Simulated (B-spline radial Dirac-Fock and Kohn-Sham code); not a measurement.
# Kohn-Sham estimates against Dirac-Fock for the levels of Co

System: atomic cobalt, [Ar] 3d9 (an excited configuration).

The density-functional columns are spherical, spin-unpolarised Dirac-Kohn-Sham results without Breit or QED terms: −ε is minus the orbital energy of the initial state and ΔSCF the difference of two total energies. The reference in the last column comes from ΔSCF Dirac-Fock with Breit, self-energy and vacuum polarisation, finite nucleus, configuration average. All numbers are from an atomic code on a B-spline grid, in eV; a selection of levels is shown. For the 1s level of heavy atoms much of the gap between ΔSCF and the reference is the Breit and QED part, -12.8 eV here; for other levels the error of the functional can be larger.

```
level  LDA −ε  LDA ΔSCF  Dirac-Fock
    K  7567.3    7724.5      7710.1
   L1   888.2     908.3       928.7
   L2   770.6     796.2       794.9
   L3   755.8     780.9       780.4
   M1   93.98     99.67       107.2
   M2   59.07     64.67       66.56
   M3   57.24     62.83       64.83
 M4,5    2.03      6.87        1.99
```

Values without a named source are computed, but for edge energies of neutral atoms, which are taken from tables.
